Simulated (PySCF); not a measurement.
Gas-phase reaction: Sn(OH)2 + SnO2 → H2O2 + Sn2O2, at 800 K and a standard pressure of 1 bar. Level: ωB97M-V/def2-TZVP†.

Energies from PySCF, thermal terms from the rigid-rotor harmonic-oscillator model, ideal gas at 1 bar. S°(298 K) at PBE0/def2-TZVP differs from the NASA 1993 table for H2O2 (-8 J/mol/K); whether the harmonic model or the table's entry is off was not settled. † marks an energy on the PBE0/def2-TZVP geometry and frequencies. All species are closed-shell singlets. Sn: scalar-relativistic def2 core potential, no spin-orbit coupling. No R ln 2 is added for the mirror-image form of H2O2. Sn(OH)2, SnO2, Sn2O2: computed as isolated molecules; such fragments, hydroxides, amides, oligomers or adducts are transient or little studied in the gas. The harmonic model lacks anharmonicity and excited electronic states, which grow with temperature; levels with a mode under 35 cm⁻¹ are left out. Internal rotation in Sn(OH)2, H2O2 is treated as a harmonic vibration of one conformer, which makes the entropy rough.

```
species      E (Ha)  H(800 K) − E (kJ/mol)  S°(800 K) (J/mol/K)
-------  ----------  ---------------------  -------------------
Sn(OH)2  -365.98799                  123.0                374.6
SnO2     -364.64852                   52.6                310.0
H2O2     -151.56765                  107.3                275.9
Sn2O2    -579.09506                   68.9                387.9
```
E: electronic energy; H − E holds the zero-point and thermal terms. 1 Ha = 2625.5 kJ/mol.

**Question.** Work out ΔH°, ΔS°, ΔG° and log10 K from these numbers.

**Answer.** 1. ΔE = 1×(-151.56765) + 1×(-579.09506) − 1×(-365.98799) − 1×(-364.64852) = -0.02620 Ha = -68.8 kJ.
2. Δ(H − E) = 1×(107.3) + 1×(68.9) − 1×(123.0) − 1×(52.6) = 0.6 kJ, so ΔH° = -68.2 kJ.
3. ΔS° = 1×(275.9) + 1×(387.9) − 1×(374.6) − 1×(310.0) = -20.8 J/K; the number of gas molecules stays the same.
4. ΔG° = ΔH° − TΔS° = -68.2 − 800×(-20.8)/1000 = -51.6 kJ.
5. log10 K = −ΔG°/(RT ln 10) = 3.37, with RT ln 10 = 15.32 kJ/mol; at standard pressures the products are favoured.
6. A shift of 10 kJ in ΔE would move log10 K by 0.65 here.
For scale, ΔH°(298 K) is -63 kJ at this level, -57 kJ at ωB97X-V/def2-TZVP†, and runs from -103 to 12 kJ over the 18 levels computed.
